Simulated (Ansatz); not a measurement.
Molecule: C$_{2}$H$_{6}$BFO$_{2}$, net charge 0, singlet state. 
Coordinates optimised at B3LYP-D3(BJ)/def2-TZVP (Ansatz, an electronic-structure program):
SMILES: COB(F)OC
```xyz
12

B     -0.0055     0.0056     0.0167
F      0.3997    -0.4058    -1.2047
O     -1.2970    -0.1195     0.3934
C     -2.3001    -0.6824    -0.4436
O      0.8722     0.5506     0.8874
C      2.2514     0.7320     0.5899
H     -2.7085    -1.5676     0.0453
H     -1.9053    -0.9601    -1.4213
H     -3.0979     0.0500    -0.5707
H      2.4792     1.7983     0.6154
H      2.5124     0.3307    -0.3898
H      2.8406     0.2271     1.3560
```
Charge 0, spin multiplicity 1.

Basis-set convergence of Hartree-Fock and CCSD correlation energies (hartree) with Ansatz. Correlated levels leave the core frozen unless marked. No spin-orbit coupling. No relativistic terms.

```csv
basis,functions,E(HF),"E(corr, CCSD)"
cc-pVDZ,114,-353.24954,-0.95840
cc-pVTZ,264,-353.37079,-1.19245
cc-pVQZ,510,-353.39732,-1.27140
```

Extrapolating the two largest sets (X = 3 and 4) as X^-3: E(corr) = (64·(-1.27140) - 27·(-1.19245))/37 = -1.3290 Eh, an estimate of the basis-set limit. The largest set recovers 95.7 % of it, the smallest 72.1 %.
